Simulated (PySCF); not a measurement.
Stationary points of TiOCl

Level of theory: PBE0 in PySCF with Ti def2-TZVP, O def2-TZVP, Cl def2-TZVP; no relativity; density-fitted integrals.

Relaxations began from a few typed shapes; open shells are unrestricted. The search is not exhaustive: other isomers or separated fragments can lie lower, and high-lying points may rest on an excited occupation.

**Question.** Which is the lowest minimum found?
A. doublet Cs: Ti–Cl 2.287 Å, Ti–O 1.607 Å; Cl–Ti–O 130.8°
B. doublet C∞v: Ti–Cl 2.346 Å, Ti–O 1.619 Å; Cl–Ti–O 180.0°

**Answer.** A. The others lie at 11.9 (doublet C∞v, a saddle point) kJ/mol above it.

Formally Ti is in oxidation state +3, d1, with 1 unpaired electron. The Mulliken spin on Ti is 1.13. The polar-tensor charge on Ti, 1.78, is far below the formal one.

For the lowest minimum: open d and f shells are described by one determinant, and the ground state may have another occupation or spin.

The electron or spin density has lower symmetry than the nuclear frame for the doublet C∞v at 11.9 kJ/mol.
